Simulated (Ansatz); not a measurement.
Complex (SMILES): F (HF) with C#N (CH-N), atoms 1 to 2 the first; geometry from B3LYP-D3(BJ)/def2-TZVP, monomers rigid:
```xyz
5

F      0.9503     0.5484    -0.1025
H      0.2877     0.3564     0.5335
C     -1.8028    -0.2520     2.5405
N     -0.9963    -0.0166     1.7661
H     -2.5562    -0.4720     3.2639
```

Interaction energy at HF with Ansatz (a program for electronic structure), kcal/mol, without and with the counterpoise correction (monomers among the partner's ghost functions). All functions are spherical. No added dispersion term, no relativity. Reference, counterpoise-corrected: the value in aug-pcseg-3, -6.15.

| basis | functions | uncorrected | counterpoise | counterpoise correction | mean of both |
|---|---|---|---|---|---|
| STO-3G | 17 | -2.48 | 0.20 | 2.68 | -1.14 |
| 6-31G | 31 | -8.73 | -7.46 | 1.27 | -8.09 |
| def2-SVP | 52 | -6.97 | -5.92 | 1.04 | -6.45 |
| 6-311G** | 66 | -6.56 | -5.70 | 0.85 | -6.13 |
| def2-TZVPD | 132 | -6.15 | -6.09 | 0.06 | -6.12 |
| jun-cc-pV(T+d)Z | 145 | -6.30 | -6.14 | 0.16 | -6.22 |
| aug-cc-pVTZ | 184 | -6.29 | -6.15 | 0.14 | -6.22 |
| aug-pcseg-2 | 184 | -6.37 | -6.12 | 0.26 | -6.25 |

The corrected value lies nearer the reference in 5 of 8 rows.
